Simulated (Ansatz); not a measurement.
`CB(C)CN` + CH₃SH → `CSB(C)C` + CH₃NH₂ at 600 K and 1 bar (ligand exchange at a B–C bond).

Gas-phase electronic energies from Ansatz, PBE0-D4/def2-TZVP geometries. CCSD(T)/CBS is the MP2 limit (def2-TZVPP, def2-QZVPP) plus CCSD(T) − MP2 in def2-TZVPP, frozen cores. This one scheme is used for every species. Each species was taken in one conformer, which may not be the lowest.

```json
{"species": "`CB(C)CN`", "CCSD(T)/CBS energy (Eh)": "-199.68537", "H − E (kJ/mol)": "416.5", "S (J/(mol·K))": "465.4"}
{"species": "CH₃SH", "CCSD(T)/CBS energy (Eh)": "-438.22835", "H − E (kJ/mol)": "152.3", "S (J/(mol·K))": "296.8"}
{"species": "`CSB(C)C`", "CCSD(T)/CBS energy (Eh)": "-542.19673", "H − E (kJ/mol)": "377.4", "S (J/(mol·K))": "476.4"}
{"species": "CH₃NH₂", "CCSD(T)/CBS energy (Eh)": "-95.75281", "H − E (kJ/mol)": "199.3", "S (J/(mol·K))": "283.8"}
```

H − E and S are ideal-gas, rigid-rotor, harmonic terms from PBE0-D4/def2-TZVP, for one conformer and one mirror image of each species. 1 Eh = 2625.50 kJ/mol, R = 8.31446 J/(mol·K).

**Question.** By hand: ΔE, ΔH, ΔS and ΔG.

**Answer.** ΔE = (-542.19673) + (-95.75281) − (-199.68537) − (-438.22835) = -0.03582 Eh = -94.0 kJ/mol. Δ(H − E) = 377.4 + 199.3 − 416.5 − 152.3 = 7.9, so ΔH = -86.1 kJ/mol. ΔS = 476.4 + 283.8 − 465.4 − 296.8 = -2.0 J/(mol·K). ΔG = -86.1 − 600 × (-2.0)/1000 = -84.9 kJ/mol.

**Question.** By hand: the equilibrium constant, and the temperature at which ΔG would vanish if ΔH and ΔS stayed fixed.

**Answer.** log₁₀ K = −ΔG/(RT ln 10) = 7.4. ΔG = 0 at ΔH/ΔS = 43050 K, far beyond where these terms or the molecules hold.

The number of gas molecules stays the same, so ΔS is small and ΔH decides. A doubt of 5 kJ/mol in ΔE shifts log₁₀ K by 0.4 here. Other conformers and mirror images would add mixing entropy, several J/(mol·K) or more a flexible species. Modes under 60 cm⁻¹, often nearly free rotors, make the harmonic entropy too high. These are equilibria of isolated gas molecules and say nothing of rates. Largest T1 diagnostic: 0.012 (customary marks: 0.02 for closed shells, 0.045 for open ones).
